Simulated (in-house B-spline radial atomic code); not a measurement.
How numerical settings move a run on Fe³⁺, [Ar] 3d5. Computed with an all-electron radial atomic-structure program (B-spline basis): Dirac-Hartree-Fock, average of configuration, Fermi nucleus of rms radius 3.7377 fm.

Command:
```bash
python run_scf.py task.json out
```
Settings of the sound reference run:
```
Z                26
electrons        23
configuration    [Ar] 3d5
hamiltonian      dirac
method           hf
spin_polarised   False
nucleus          fermi
rms_radius       3.7377
mass_number      56
atomic_mass      55.93494
speed_of_light   137.036
knot_spacing     0.22
spline_order     8
gauss_points     12
box_radius       16.22
max_iterations   70
damping          0.5
damped_steps     3
diis_vectors     10
tolerance        1e-08
start            Thomas-Fermi
```

Cost of the run: 1.7 s on 1 thread of Arm Neoverse N1, on a shared host.

It converges in 10 iterations to -1269.425780 hartree, with 3d5/2 at -53.3605 eV. The other runs change the listed settings, some to values that make no sense; their results aren't properties of the atom or ion. Radii are in bohr (the nuclear one in fm), a minus after a letter asks for a j subshell, and «unchanged» means within 1e-8 hartree. The run stops when the residual is below 10 × tolerance × max(1, Z/10), or a noise floor if that is larger, and the energy moves by less than 1e-8 × √|E| hartree; so very loose and very tight tolerances often act alike.

| changed settings | outcome |
| --- | --- |
| spline_order = 3, max_iterations = 3, damped_steps = 0, tolerance = 0.0001 | not converged after 3 iterations, last residual 2.8e-02, last energy +4.52e-02 hartree from the reference |
| electrons = 31, configuration = [Ar] 3d5 5s2 5p6, max_iterations = 60 | converged in 14 iterations to -1269.3577 hartree, a different physical problem (warning: 5s1/2 has a positive eigenvalue: unbound, held by the box) |
| start = bare nucleus | converged in 10 iterations, energy unchanged, 3d5/2 level -1.6e-06 eV |
| diis_vectors = 20 | converged in 10 iterations, energy unchanged |
| diis_vectors = 0 | converged in 23 iterations, energy unchanged, 3d5/2 level -4.3e-07 eV |
| speed_of_light = 23.40575 | converged in 11 iterations to -1976.1017 hartree, a different physical problem |
| damping = 0.95 | converged in 11 iterations, energy unchanged |
| first_knot = 0.000385, max_iterations = 75, damping = 0, start = bare nucleus | converged in 11 iterations, energy +9.26e-05 hartree from the reference, 3d5/2 level +8.5e-06 eV |
| damping = 0.2 | converged in 9 iterations, energy unchanged, 3d5/2 level +1.5e-06 eV |
| gauss_points = 8, max_iterations = 5 | not converged after 5 iterations, last residual 1.8e-02, last energy +7.66e-03 hartree from the reference |
| diis_vectors = 4 | converged in 10 iterations, energy unchanged, 3d5/2 level -3.9e-06 eV |

(1) What happens with gauss_points = 3, first_knot = 0.00385, max_iterations = 50?

(2) What happens with diis_vectors = 1?

(3) What happens with spline_order = 7, max_iterations = 50, start = bare nucleus?

(4) What happens with electrons = 26, configuration = [Ar] 3d5 4s3, max_iterations = 75?

## Answers

(1) Converged in 9 iterations, energy -3.25e+04 hartree from the reference, 3d5/2 level +2.8e+00 eV.

(2) Converged in 29 iterations, energy unchanged, 3d5/2 level -1.4e-05 eV.

(3) Converged in 10 iterations, energy +3.72e-08 hartree from the reference, 3d5/2 level -1.8e-06 eV.

(4) Stopped with error: shell 4s holds at most 2 electrons.
